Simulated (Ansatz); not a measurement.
C2H7FSi2 can be A, `FC1([SiH3])C[SiH2]1`, or B, `F[SiH2]/C=C/[SiH3]`.

Computed with Ansatz on PBE0-D4/def2-TZVP structures; ΔE is electronic, products minus reactants. CBS: MP2 limit from def2 TZ/QZ plus the TZ coupled-cluster correction, frozen cores. Functionals use def2-TZVPP. B3LYP here is the variant with VWN-RPA as its local correlation; programs differ in this. One conformer a species, not always the lowest.

A:

Z-matrix (Å, degrees):
```
C
Si 1 1.870
C 1 1.533 2 118.9
F 1 1.389 2 112.7 3 -136.5
Si 1 1.877 2 120.5 3 76.2
H 2 1.488 1 111.4 3 72.4
H 2 1.484 1 110.3 3 -165.8
H 2 1.488 1 106.8 3 -46.6
H 3 1.086 1 117.9 2 -5.3
H 3 1.088 1 112.8 2 -139.6
H 5 1.475 1 117.6 2 147.4
H 5 1.477 1 119.4 2 -2.7
```

B:

```xyz
12

F    -1.303   -1.925    1.682
Si   -0.956   -0.403    2.041
C    -0.117    0.358    0.576
C     0.123   -0.313   -0.556
Si    0.966    0.435   -2.041
H    -2.227    0.293    2.363
H    -0.074   -0.404    3.235
H     0.195    1.402    0.645
H    -0.193   -1.355   -0.612
H     2.208   -0.316   -2.368
H     1.304    1.850   -1.737
H     0.073    0.379   -3.230
```

**Question.** Which isomer does CCSD(T)/CBS put lower? Give the gap. (An estimate is asked.)

**Answer.** Computed: B, by 274.6 kJ/mol.

**Question.** Give E(B) − E(A) in kJ/mol with HF/def2-TZVPP, CCSD/def2-TZVPP, B3LYP-D4, BLYP-D4, CCSD(T)/def2-TZVPP, MP2/def2-TZVPP, B2PLYP. (Estimate.)

**Answer.** Computed: HF/def2-TZVPP -315.0, CCSD/def2-TZVPP -278.9, B3LYP-D4 -270.0, BLYP-D4 -265.3, CCSD(T)/def2-TZVPP -273.9, MP2/def2-TZVPP -275.8, B2PLYP -277.1. None reverses the order clearly.

**Question.** Does the order hold for the free energy at 298.15 K (harmonic terms from PBE0-D4)? (An estimate is asked.)

**Answer.** Computed: Yes: G(B) − G(A) = -275.7 kJ/mol, for one conformer each.

Largest T1 diagnostic: 0.013.

In def2-TZVPP, CCSD(T) changes the Hartree–Fock value by +41.1 kJ/mol (the triples alone add +5.0 kJ/mol) and MP2 by +39.3 kJ/mol. The D4 term adds +3.7 kJ/mol with B3LYP and +1.8 kJ/mol with PBE0; it sums over pairs of atoms, weighted by their polarisabilities, and B3LYP, whose exchange is more repulsive, gets the larger term.
